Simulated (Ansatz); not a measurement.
Basis-set extrapolation for `[CH2+]c1ccccc1` (PBE0-D4/def2-TZVP geometry, frozen core, Ansatz). Multiplicity 1, RHF reference.

|  | def2-TZVPP | def2-QZVPP |
| --- | --- | --- |
| HF | -268.979663 | -268.990886 |
| MP2 correlation | -1.065286 | -1.132969 |
| CCSD(T) correlation | -1.159543 | not run |

Energies in hartree. Use E(X) = E(∞) + A·exp(−7.88·√X) for Hartree–Fock and E(X) = E(∞) + B·X^(−2.97) for correlation, with X = 3 and 4, and add CCSD(T) minus MP2 of the smaller set to the MP2 limit.

**Question.** What is the CCSD(T) energy at the basis-set limit?

**Answer.** HF limit: -268.990886 + (-0.011223) × 0.13774 = -268.99243. MP2 limit: -1.132969 + (-0.067683) × 0.74074 = -1.18310. Higher-order term: -1.159543 − (-1.065286) = -0.09426. Total: -270.26979 hartree, 3.55 eV below CCSD(T)/def2-TZVPP.
